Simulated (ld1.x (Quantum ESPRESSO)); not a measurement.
Pseudopotential generation for In: RRKJ, LDA (PZ), fully relativistic.

| Item | Value |
| --- | --- |
| Element | indium (In) |
| Generator | ld1.x (Quantum ESPRESSO) 7.5 |
| Type | norm-conserving RRKJ (Kleinman–Bylander form) |
| Functional | LDA (PZ) |
| Relativity | fully relativistic |
| Frozen core | [Kr] 4d10 |
| Valence charge | 3 |
| Reference configuration | 5s2 5p0 (charge +1) |
| Partial waves | 5p (bound, empty): rc 2.85 bohr; 5s (bound): rc 2.05 bohr |
| Local potential | the s channel |
| Core correction | none |
| rho0 | 0.005 |

Open shells are filled in proportion to 2j + 1 (rel_dist='average').

Calculated quality:

| Quantity | Value |
| --- | --- |
| Cutoffs needed | 18 Ry and 30 Ry (the cutoffs (Ry, on a coarse ladder) from which the occupation-weighted sum of valence levels, in a spherical-Bessel basis at the reference potential, stays within 10 and 1 mRy of its value at 400 Ry) |
| Ghost test | no extra level below or beside the all-electron valence levels (p1/2, p3/2, s, d, f tested) (spherical-Bessel basis up to 400 Ry, 20 bohr box) |
| Largest excitation error | +127 meV (all-electron minus pseudo) for 5s0 5p3, out of 7 test configurations |

Generation and tests took about 1.1 s on one core of a shared server CPU.
